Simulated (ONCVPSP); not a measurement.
## Sn, ONCV: configuration errors across variants

ONCVPSP 4.0.1 input, shortened (lines: element, Z, core and valence counts, functional; n l f; lmax; l rc ep ncon nbas qcut; lloc lpopt rc5 dvloc0; l nproj debl; icmod fcfact rcfact), PBE, scalar-relativistic:

```
  Sn 50.00    9    2        4      upf
    1    0    2.00
    2    0    2.00
    2    1    6.00
    3    0    2.00
    3    1    6.00
    3    2   10.00
    4    0    2.00
    4    1    6.00
    4    2   10.00
    5    0    1.75
    5    1    2.25
    1
    0    1.90    0.00    4    8    3.30
    1    2.30    0.00    4    8    3.00
    4    5    1.60    6.00
    0    1    0.90
    1    2    2.60
    1    0.15    0.00
```

All-electron excitation energies from the reference (eV): (1) 5s2 5p2 -1.722; (2) 5s2 5p1 5.153; (3) 5s2 5p0 19.106; (4) 5s2 5p1.5 0.894.

1 further variants failed, have other tests or too few solved ones, and are left out.

Errors AE − PS in meV (a dash: test not solved or not reliable):

| change | (1) | (2) | (3) | (4) | bound ghosts | GHOST(+) flags above zero |
| --- | --- | --- | --- | --- | --- | --- |
| base | -0.4 | -5.4 | -50 | -0.6 | none | none |
| s: rc 1.94 | -0.4 | -5.4 | -50 | -0.6 | none | none |
| s: rc 2.1 | -0.4 | -5.5 | -50 | -0.7 | none | none |
| s: rc 2.4 | -0.7 | -5.8 | -47 | -1.1 | none | none |
| s: rc 2.76 | -1.4 | -5.6 | -36 | -1.9 | none | none |

Give the same row for: s: rc 1.7.

-0.4, -5.5, -50, -0.6; bound ghosts: none; GHOST(+) flags above zero: none.
